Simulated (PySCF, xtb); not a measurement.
GeCl₂I₂, SMILES [I][Ge]([Cl])([I])[Cl].

GFN2-xTB in xtb at its own geometry gives an orbital gap of 3.53 eV and a dipole moment of 4.81 D.

Geometry: PBE-D3(BJ)/def2-SVP. The def2 effective core potentials stand for the cores of I; spin–orbit coupling is left out.

What does M06-2X/def2-TZVP run with PySCF give? (The exact figures need the calculation; the answer reports its results.)

gap 6.95 eV (levels -9.27 and -2.32 eV), dipole 1.12 D.
